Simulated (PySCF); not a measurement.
# Ne²⁺ (neon, charge +2) across methods

[He] 2s2 2p4, high-spin 3P determinant. Calculation: PySCF 2.14, in x2c-TZVPPall (5s3p2d1f, 31 functions); the spin-free X2C one-electron Hamiltonian (Gaussian nucleus).

```csv
method,E (hartree),mean ε 2s β (eV),mean ε 2p α (eV),mean ε 2p β (eV),Σ⟨r²⟩ (bohr²),⟨S²⟩
r2SCAN0,-126.7668,-78.550,-61.252,-56.346,4.972,2.002
PBE0,-126.7106,-78.161,-60.332,-55.738,5.000,2.002
LDA,-126.0252,-74.773,-56.863,-52.116,5.047,2.001
PBE,-126.6928,-74.816,-56.782,-52.529,5.027,2.001
r2SCAN,-126.7668,-75.477,-58.061,-53.386,4.983,2.002
M06-2X,-126.7777,-81.383,-63.465,-58.631,4.999,2.002
revPBE,-126.7710,-74.809,-56.748,-52.519,5.023,2.001
UHF,-126.51367,-86.609,-70.100,-64.130,4.958,2.004
```

Question: Estimate the same row for PBEsol.

Answer: E (hartree) = -126.3531; mean ε 2s β (eV) = -74.624; mean ε 2p α (eV) = -56.684; mean ε 2p β (eV) = -52.162; Σ⟨r²⟩ (bohr²) = 5.034; ⟨S²⟩ = 2.001.
